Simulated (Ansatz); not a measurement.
One change: `CC(=N)C=O` becomes `BC(C)=N`.

Ansatz, PBE0-D4/def2-TZVP geometries, multiplicity 1. Each molecule was computed in one conformer, which needn't be the lowest.

```csv
property,`CC(=N)C=O`
zero-point energy (PBE0-D4/def2-TZVP) / kJ/mol,205.6
LUMO energy (PBE/def2-TZVPP) / eV,-3.47
HOMO energy (ωB97M-V/def2-TZVPP) / eV,-10.09
"ideal-gas entropy at 298 K and 1 bar (rigid rotor, harmonic PBE0-D4/def2-TZVP) / J/(mol·K)",310
HOMO–LUMO gap (B3LYP/def2-TZVPP) / eV,4.85
HOMO energy (PBE0/def2-TZVPP) / eV,-7.70
```

Give the same properties after the change, and the shifts. (An estimate is asked.)

Computed: 
```
                                                                                  property  `BC(C)=N`  shift
                                            zero-point energy (PBE0-D4/def2-TZVP) / kJ/mol      207.1    1.5
                                                         LUMO energy (PBE/def2-TZVPP) / eV      -3.03   0.44
                                                     HOMO energy (ωB97M-V/def2-TZVPP) / eV      -9.75   0.34
ideal-gas entropy at 298 K and 1 bar (rigid rotor, harmonic PBE0-D4/def2-TZVP) / J/(mol·K)        301     -9
                                                     HOMO–LUMO gap (B3LYP/def2-TZVPP) / eV       4.94   0.09
                                                        HOMO energy (PBE0/def2-TZVPP) / eV      -7.41   0.29
```

With PBE0 the HOMO rises by 0.29 eV and the LUMO rises by 0.36 eV, so the gap widens by about 0.07 eV. PBE moves the HOMO by 0.10 eV and ωB97M-V by 0.34 eV.

B3LYP here is the variant with VWN-RPA as its local correlation; programs differ in this.
